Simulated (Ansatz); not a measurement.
A trace of molecular dynamics of a periodic cell of 27 atoms, H16CO10 (contents 8 H2O + 1 CO2, density as packed 0.93 g/cm³ with natural masses).

These are results of DFT PBE-D3(BJ), scalar-relativistic, plane waves, PAW (Ansatz 0.2.0), not measurements. Settings: accuracy low, cutoff 420 eV, k mesh 1x1x1, fermi-dirac smearing 0.05 eV, no spin polarisation.

- ensemble: NPT, Langevin
- set temperature: 400 K
- friction: 0.01 /fs
- pressure: 20 GPa
- seed: 27218

```
time (fs)  T (K)  potential energy less start (eV)  conserved less start (meV/atom)  P (GPa)  volume (Å³)
      0.0    385                             0.000                             0.00      0.7        336.6
      8.0    322                             0.116                             0.11      0.9        321.8
     16.0    422                             0.269                             0.19      2.9        284.7
     24.0    458                             1.321                             0.07      5.7        238.5
     32.0    556                             3.763                             0.13     17.4        193.5
     40.0   1091                             7.983                             0.17     41.2        158.3
     48.0   1602                            12.391                             0.23     57.8        136.6
     56.0   1765                            14.754                             0.26     68.2        128.3
     64.0   1689                            12.664                             0.14     54.6        131.9
     72.0   1820                             8.466                             0.27     34.8        144.7
     80.0   1495                             5.736                             0.04     18.6        162.2
     88.0   1281                             3.948                             0.22     17.6        179.8
     96.0   1221                             2.619                             0.10     11.2        195.4
    104.0    935                             2.967                             0.12      5.9        205.2
    112.0    975                             2.577                             0.04      9.7        206.3
    120.0    970                             2.647                             0.28      7.1        201.9
    128.0    940                             3.242                             0.14     10.3        191.7
    136.0    926                             4.050                             0.16     20.0        178.2
    144.0    822                             5.636                             0.29     17.2        165.2
    152.0    988                             6.246                             0.26     24.9        154.4
    160.0   1156                             6.763                             0.18     31.6        146.9
    168.0   1001                             7.529                             0.31     32.9        143.4
    176.0    885                             7.487                             0.13     30.5        143.7
    184.0    805                             6.909                             0.48     26.3        147.3
    192.0    957                             5.218                             0.03     23.6        152.5
    200.0    787                             4.761                             0.34     16.7        157.7
```

**Question.** Is this trajectory sound?

**Answer.** The conserved energy stayed within 0.52 meV per atom of its start (net change 0.34 meV per atom), so the integration is sound. The mean temperature of the second half is 132 % above the set value. A run of 0.2 ps of so small a system gives no equilibrium averages. Limits of this set-up: coarse k mesh, low accuracy level. The cell's volume went from 337 to 158 Å³. The time step was 0.5 fs.

Run time: 4.7 min on 1 thread of AMD EPYC 9R45 96-Core Processor (Zen 5), with other jobs on the host, peak memory 0.52 GiB.
